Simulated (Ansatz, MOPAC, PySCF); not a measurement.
Pair of molecules: H2O (SMILES O) (first 3 atoms) with CH2O (SMILES C=O); geometry from B3LYP-D3(BJ)/def2-TZVP, rigid monomers moved along the line of their centres of mass till O1···C4 is 5.05 Å.
(charge 0, multiplicity 1):
```
atom    x (Å)    y (Å)    z (Å)
----  -------  -------  -------
O     -0.1503   0.4376  -0.1146
H      0.4921   0.1685  -0.7793
H     -0.5236  -0.3821   0.2299
C     -0.0547   0.2916   4.9366
O     -0.4586  -0.8289   5.0973
H      1.0248   0.5316   4.9378
H     -0.7368   1.1472   4.7852
```

Counterpoise-corrected where a basis set is named; no monomer relaxation. Rows marked so take none.

Cores are frozen in the correlated methods. CBS(a, b) extrapolates the correlation energy as X⁻³ and adds the Hartree–Fock energy of set b. Rows in 3-21G carry no dispersion term and start afresh at each structure. The state that AM1 reach isn't checked.

Programs: Ansatz (Gaussian basis) for Hartree–Fock, density functionals and correlated methods; MOPAC for AM1 (differences of heats of formation); PySCF for 3-21G rows, the dispersion terms. Values without a source in brackets are computed.

```tsv
level	interaction energy (kcal/mol)
AM1	-0.38
HF/3-21G (no counterpoise)	-0.64
HF/aug-cc-pVTZ	-0.64
r2SCAN-D3(BJ)/def2-TZVPPD	-0.56
B3LYP/3-21G (no counterpoise)	[?]
PBE0-D3(BJ)/def2-TZVPPD	-0.59
PBE0-D4/def2-TZVPPD	-0.59
MP2/CBS(aug-cc-pVDZ, aug-cc-pVTZ)	-0.56
CCSD(T)/CBS(aug-cc-pVDZ, aug-cc-pVTZ)	-0.56
```

Q: Fill in the missing entries.

A: 
- B3LYP/3-21G (no counterpoise), interaction energy (kcal/mol): -0.45

Ansatz is an electronic-structure program.
